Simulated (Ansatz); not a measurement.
The same path of AlCl2F3H3OTa (11 atoms, charge 0, multiplicity 1) was run twice with different band settings. Lost on the way: O7–H11. Made: F2–H11.

Level of theory: RKS PBE/def2-SVP (Ansatz).

Relaxed end points:

```xyz
11
Properties=species:S:1:pos:R:3
Ta 0.198 -0.067 -0.192
F 1.853 0.795 -0.345
F 0.374 -0.271 1.687
Cl -0.244 -0.026 -2.497
F -1.008 1.339 0.101
Cl -1.510 -1.958 0.020
O 1.300 -1.869 -0.403
Al 0.282 -3.451 -0.296
H 0.129 -4.126 -1.729
H 0.562 -4.211 1.073
H 2.267 -1.850 -0.532
```

```xyz
11
Properties=species:S:1:pos:R:3
Ta 0.083 -0.248 -0.043
F 2.076 -0.490 -1.331
F 1.161 0.992 0.859
Cl -0.431 1.037 -1.912
F -1.312 -0.058 1.178
Cl -1.389 -2.075 -1.193
O 0.991 -1.827 0.383
Al 0.192 -3.447 -0.122
H 1.098 -4.122 -1.248
H -0.502 -4.180 1.107
H 2.235 -1.275 -0.790
```

Common settings: spring 5.0 eV/Å²; optimiser quadratic models (default); start path through a guess of the saddle point; force threshold 0.05 eV/Å; iteration limit 60; end points relaxed.

| run | movable images | climbing image |
| --- | --- | --- |
| 1 | 7 | yes |
| 2 | 6 | no |

What does each run give, and how far can it be trusted?

Run 1: converged after 23 iterations, highest image 0.898 eV above the first end. The profile has 2 maxima (images 2, 6) with wells between them (image 5): this band takes more than one step, which may be the mechanism or a detour left from its start path. A vibrational analysis at the climbing image gives one clearly imaginary mode, 573i cm⁻¹: a first-order saddle point.
Run 2: converged after 20 iterations, highest image 0.984 eV above the first end. No image climbed, so the highest image needn't sit at the top of the path.
The orbitals stay closed-shell, which can raise the energy where a bond breaks towards radicals; this wasn't checked here.
